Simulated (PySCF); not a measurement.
Calculation: r2SCAN-D4/def2-TZVP in PySCF. Isolated molecules, 0 K electronic values unless said otherwise. Delta-SCF ions had no search for a lower state. Excitations are Tamm–Dancoff values on a coarser integration grid. The basis has no diffuse functions, so Rydberg states are missing or too high.

Reference species (SMILES): `[F][Ge]([F])([F])[F]` (neutral, multiplicity 1).

```json
{
 "vertical ionisation energy (Delta-SCF)": "14.57 eV",
 "S1 excitation (TDA)": "8.56 eV"
}
```

Changed species: `[F][GeH]([F])[F]` (1 of 4 F replaced by H; the reference has 0 of 4 F replaced by H).

Task: Predict the effect on the vertical ionisation energy (Delta-SCF) and S1 excitation (TDA).

Result: the vertical ionisation energy (Delta-SCF) decreases by 1.04 eV, to 13.53 eV; the S1 excitation (TDA) goes up by 0.64 eV, to 9.20 eV.
